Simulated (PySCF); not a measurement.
CH₄Si, charge -1, multiplicity 2. Atoms are numbered in the order given.

```xyz
6

C     -1.2051    -0.1165     0.0000
Si     0.6019     0.1292     0.0000
H     -1.7794     0.1047    -0.9116
H     -1.7794     0.1047     0.9116
H      1.1812    -0.6598     1.1866
H      1.1812    -0.6598    -1.1866
```
Charge -1, spin multiplicity 2.

Coordinates come from a PBE-D3(BJ)/def2-TZVPD optimisation. The multiplicity is an assumed one; other spin states were not compared.

These are ωB97X/def2-TZVPD (PySCF) values and carry that method's errors.

Isolated molecule, no solvent.

- total energy: -329.94359 hartree
- point group: Cs
- α spin, highest occupied and lowest empty level: -1.09 and 6.00 eV
- β spin, highest occupied and lowest empty level: -2.29 and 5.30 eV
- dipole moment about the centre of nuclear charge: 0.88 D
- mean static polarisability: 88.2 bohr³ (13.08 Å³)
- polarisability, principal values: 66.9, 75.7, 122.1 bohr³
- ⟨S²⟩: 0.768 (pure state 0.75)
